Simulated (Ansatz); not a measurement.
`[SiH3][CH2][SbH2]` + H₂Te → `[SbH2][TeH]` + `C[SiH3]` at 500 K and 1 bar (ligand exchange at the Sb–C bond).

Gas-phase electronic energies from Ansatz, PBE0-D4/def2-TZVP geometries. CCSD(T)/CBS adds triple-zeta CCSD(T) − MP2 to the extrapolated MP2 energy (def2 sets, frozen cores). This one scheme is used for every species. Elements past krypton have def2 core potentials. For Sb, Te outer-core shells are correlated without core-valence functions, which leaves a few kJ/mol of doubt a bond.

```csv
species,CCSD(T)/CBS energy (Eh),H − E (kJ/mol),S (J/(mol·K))
`[SiH3][CH2][SbH2]`,-571.33795,214.1,405.6
H₂Te,-268.91024,48.9,247.6
`[SbH2][TeH]`,-509.54647,82.7,350.4
`C[SiH3]`,-330.73916,189.7,296.8
```

H − E and S are ideal-gas, rigid-rotor, harmonic terms from PBE0-D4/def2-TZVP. 1 Eh = 2625.50 kJ/mol, R = 8.31446 J/(mol·K).

**Question.** By hand: ΔE, ΔH, ΔS and ΔG.

**Answer.** ΔE = (-509.54647) + (-330.73916) − (-571.33795) − (-268.91024) = -0.03744 Eh = -98.3 kJ/mol. Δ(H − E) = 82.7 + 189.7 − 214.1 − 48.9 = 9.4, so ΔH = -88.9 kJ/mol. ΔS = 350.4 + 296.8 − 405.6 − 247.6 = -6.0 J/(mol·K). ΔG = -88.9 − 500 × (-6.0)/1000 = -85.9 kJ/mol.

**Question.** By hand: the equilibrium constant, and the temperature at which ΔG would vanish if ΔH and ΔS stayed fixed.

**Answer.** log₁₀ K = −ΔG/(RT ln 10) = 9.0. ΔG = 0 at ΔH/ΔS = 14817 K, far beyond where these terms or the molecules hold.

The number of gas molecules stays the same, so ΔS is small and ΔH decides. A doubt of 5 kJ/mol in ΔE shifts log₁₀ K by 0.5 here. Modes under 60 cm⁻¹, often nearly free rotors, make the harmonic entropy too high. These are equilibria of isolated gas molecules and say nothing of rates. Largest T1 diagnostic: 0.013 (customary marks: 0.02 for closed shells, 0.045 for open ones).
